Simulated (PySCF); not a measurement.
**Question.** Give a GFN2-xTB geometry of `CCO[C@H](C)SC`.

**Answer.** 
```xyz
19
C5H12OS angstrom
C      2.1958    1.0503   -1.3301
C      1.6476    0.2375   -0.1703
O      0.3941   -0.3014   -0.5511
C     -0.2472   -1.0347    0.4317
C     -1.3877   -1.8218   -0.1873
S     -0.8705    0.0680    1.7913
C     -1.8750    1.2117    0.8021
H      3.1597    1.4718   -1.0598
H      2.3141    0.4156   -2.2041
H      1.5106    1.8566   -1.5782
H      1.5218    0.8688    0.7207
H      2.3348   -0.5825    0.0877
H      0.4498   -1.7018    0.9596
H     -1.9535   -2.3242    0.5919
H     -2.0424   -1.1537   -0.7401
H     -0.9876   -2.5604   -0.8778
H     -1.3760    1.3544   -0.1520
H     -1.9252    2.1487    1.3463
H     -2.8732    0.8062    0.6649
```

Any rigid rotation of these coordinates is as good. Atoms count from 1 in this order. S6 (sulfide sulfur) is bent (angle 99.3°). Of the pairs four or more bonds apart, O3···H17 is among the closest relative to their van der Waals radii: 2.46 Å, 90 % of the sum of Bondi's values. The 2 C–O bonds span 1.384 Å (O3–C4, drawn single) to 1.417 Å (C2–O3, drawn single), a spread of 0.033 Å. The 2 C–S bonds span 1.815 Å (S6–C7, drawn single) to 1.858 Å (C4–S6, drawn single), a spread of 0.043 Å.

Bonds between heavy atoms (Å): C1–C2 1.519, C2–O3 1.417, O3–C4 1.384, C4–C5 1.518, C4–S6 1.858, S6–C7 1.815.

The geometry is computed with GFN2-xTB (gas phase).

Point group: C1 (no symmetry element, even within 0.4 Å). Whether it is a minimum is left open (no frequencies). One conformer, not necessarily the lowest (C1–C2–O3–C4 -178°, C2–O3–C4–C5 -166°, O3–C4–S6–C7 55°).
